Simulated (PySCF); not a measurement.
# Polarisability and C₆ of Te⁺ (tellurium, charge +1)

[Kr] 4d10 5s2 5p3, high-spin 4S determinant. Calculation: PySCF 2.14, in aug-cc-pV5Z-PP with ECP28MDF (8s8p6d4f3g2h, 139 functions); a scalar-relativistic core potential. Coupled (time-dependent) response in atomic units; α is the mean over directions.

```csv
method,mean α (bohr³),C₆ (like pair),S(−4)
M06-2X,20.91,168.5,95.15
```

S(−4) is the Cauchy moment in α(ω) = α(0) + S(−4) ω² + …

α(iu) at M06-2X:

| u (hartree) | α(iu) (bohr³) |
| --- | --- |
| 0 | 20.91 |
| 0.0500 | 20.68 |
| 0.100 | 20.01 |
| 0.200 | 17.76 |
| 0.300 | 15.06 |
| 0.500 | 10.38 |
| 0.750 | 6.753 |
| 1.00 | 4.731 |
| 1.50 | 2.776 |
| 2.00 | 1.887 |
| 3.00 | 1.079 |
| 5.00 | 0.5021 |

For an ion, C₆ is the dispersion term alone; charge-induced terms of lower order in 1/R come first.

Energies and moments cover only the electrons outside the core potential.
